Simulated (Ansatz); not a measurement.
Species: GeH2SeBr, charge 0, doublet. GeH2SeBr (SMILES [GeH2][Se]Br, doublet).
B3LYP-D3(BJ)/def2-TZVP minimum from Ansatz (an electronic-structure program):
```xyz
5

Se    -0.8320    -0.4157     0.4557
Br     1.2933    -1.3206     0.0222
Ge    -0.4730     1.7636    -0.4348
H      0.0864     1.6023    -1.8756
H     -1.9279     2.3147    -0.4795
```
Charge 0, spin multiplicity 2.

Quantity: atomisation energy (electronic, to ground-state atoms), in kcal/mol. Radicals and triplets start from unrestricted determinants; spin-orbit coupling is neglected. Correlated methods leave the cores frozen (noble-gas shells, and filled d and f shells in the p block). No relativity. CBS(X,Y): correlation extrapolated as X^-3, Hartree-Fock from the larger set. A bracket is a step between two methods taken in the basis named. Double hybrids freeze cores in their MP2 part. For partners of very few electrons the exact lower level stands in for a higher one. Spin-orbit terms, left out, reach several kcal/mol for Br and I, and more for heavier atoms.

CCSD(T)/CBS(cc-pVTZ,cc-pVQZ) + [CCSDT(Q) - CCSD(T)]/cc-pVDZ (Ansatz) gives 246.6 kcal/mol.

Q: What does PBE/def2-TZVPD (Ansatz) give here, and how do the other levels compare?

A: PBE gives 252.4 kcal/mol, 5.8 kcal/mol above it. Differences of the others: PBE0/def2-TZVPD (Ansatz) -1.4; wB97M-V/def2-TZVPD (Ansatz) -4.5; B2PLYP/def2-TZVPD (Ansatz) -8.4; CCSD(T)/CBS(cc-pVTZ,cc-pVQZ) (Ansatz) -0.7 kcal/mol.
